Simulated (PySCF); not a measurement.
Species: 1-chloro-4-ethynylbenzene, C8H5Cl.
SMILES: `C#Cc1ccc(Cl)cc1`

Theory: PBE0-D3(BJ)/def2-SVP geometry optimisation, gas phase (PySCF 2.14.0).

Take the most abundant isotopes and a rigid rotor. 

What are A, B and C (MHz)?

Ia = 89.17, Ib = 731.66, Ic = 820.83 u·Å²; 505379 MHz·u·Å²/I gives A = 5668, B = 690.7, C = 615.7 MHz.

Classify the top.

A near-prolate asymmetric top: κ = (2 × 690.7 − 5668 − 615.7)/(5668 − 615.7) = -0.97.

What does the inertial defect say?

Planar: Δ = Ic − Ia − Ib = 0.00 u·Å². For a rigid frame Δ = −2 Σ m c², so it vanishes when all atoms lie in the ab plane; here none is more than 0.01 Å from it.

Give the coordinates in the principal-axis frame, origin at the centre of mass.

The sense of each axis is arbitrary; atoms in the order of the calculation.
```
atom  mass (u)   a (Å)   b (Å)  c (Å)
  C1    12.000   4.203   0.003  0.000
  C2    12.000   2.989   0.001  0.000
  C3    12.000   1.561  -0.002  0.000
  C4    12.000   0.847   1.208  0.000
  C5    12.000  -0.542   1.212  0.000
  C6    12.000  -1.230  -0.002  0.000
 Cl7    34.969  -2.960   0.002  0.000
  C8    12.000  -0.542  -1.215  0.000
  C9    12.000   0.847  -1.212  0.000
 H10     1.008   5.277   0.005  0.001
 H11     1.008   1.394   2.153  0.000
 H12     1.008  -1.099   2.150  0.000
 H13     1.008  -1.099  -2.153  0.000
 H14     1.008   1.394  -2.156  0.000
```

Predict some low-J microwave lines.

The dipole components are |μa| = 0.89 D, |μb| = 0.00 D, |μc| = 0.00 D; the symmetry axis of this C2v structure is a, so μb and μc vanish by symmetry and there are no b-type or c-type lines. Some lines, for components of 0.1 D or more:

```
type  branch         J(Ka,Kc)   MHz  lower level (cm⁻¹)
   a       Q  3(1,2) ← 3(1,3)   450               0.421
   a       R  1(0,1) ← 0(0,0)  1306               0.000
   a       R  2(1,2) ← 1(1,1)  2538               0.210
   a       R  2(0,2) ← 1(0,1)  2612               0.044
   a       R  2(1,1) ← 1(1,0)  2688               0.212
   a       R  3(1,3) ← 2(1,2)  3806               0.294
   a       R  3(0,3) ← 2(0,2)  3916               0.131
   a       R  3(2,2) ← 2(2,1)  3919               0.800
   a       R  3(2,1) ← 2(2,0)  3923               0.800
   a       R  3(1,2) ← 2(1,1)  4031               0.302
```

Estimate the classical rotational partition function at 10 K, 25 K and 500 K.

Point group C2v, symmetry number σ = 2; q = (√π/σ)·√((kT/h)³/(ABC)), k/h = 20836.6 MHz/K: 1720 at 10 K, 6790 at 25 K, 607000 at 500 K.

No PBE0-D3(BJ)/def2-SVP frequencies stand behind this structure, so it isn't proved a minimum. Zero-point vibration and centrifugal distortion are left out. Quadrupole hyperfine structure (35Cl) is left out.
